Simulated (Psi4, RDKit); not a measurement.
Torsional profile of C5H10, SMILES C(/C)=C/CC, singlet. Scanned: dihedral C2–C3–C4–C5; all other coordinates were relaxed at GFN2-xTB. Points at φ and −φ are mirror images. Heavy atoms are numbered in the order of the SMILES C/C=C\CC, hydrogens after them in the order of the atoms that carry them; the mirror image has the same energies with the sign of each dihedral reversed.

- PBE-D3(BJ)/def2-TZVP // GFN2-xTB (Psi4)
- UFF // GFN2-xTB (RDKit)
- MMFF94 // GFN2-xTB (RDKit)

Energies in kJ/mol, each method relative to its own lowest point.

| φ / ° | PBE-D3(BJ)/def2-TZVP | UFF | MMFF94 |
|---|---|---|---|
| -165 | 3.6 | 4.0 | 5.3 |
| -150 | 2.1 | 11.6 | 3.5 |
| -135 | 0.6 | 15.9 | 1.3 |
| -120 | 0.0 | 16.0 | 0.0 |
| -105 | 0.5 | 12.9 | 0.1 |
| -90 | 1.8 | 7.5 | 1.5 |
| -75 | 3.9 | 2.7 | 4.8 |
| -60 | 7.9 | 5.5 | 9.5 |
| -45 | 13.2 | 16.6 | 13.4 |
| -30 | 16.1 | 27.4 | 14.9 |
| -15 | 16.7 | 34.9 | 14.8 |
| 0 | 16.9 | 38.3 | 14.4 |
| 15 | 16.7 | 34.9 | 14.8 |
| 30 | 16.1 | 27.4 | 14.9 |
| 45 | 13.2 | 16.6 | 13.4 |
| 60 | 7.9 | 5.5 | 9.5 |
| 75 | 3.9 | 2.7 | 4.8 |
| 90 | 1.8 | 7.5 | 1.5 |
| 105 | 0.5 | 12.9 | 0.1 |
| 120 | 0.0 | 16.0 | 0.0 |
| 135 | 0.6 | 15.9 | 1.3 |
| 150 | 2.1 | 11.6 | 3.5 |
| 165 | 3.6 | 4.0 | 5.3 |
| 180 | 4.2 | 0.0 | 5.9 |
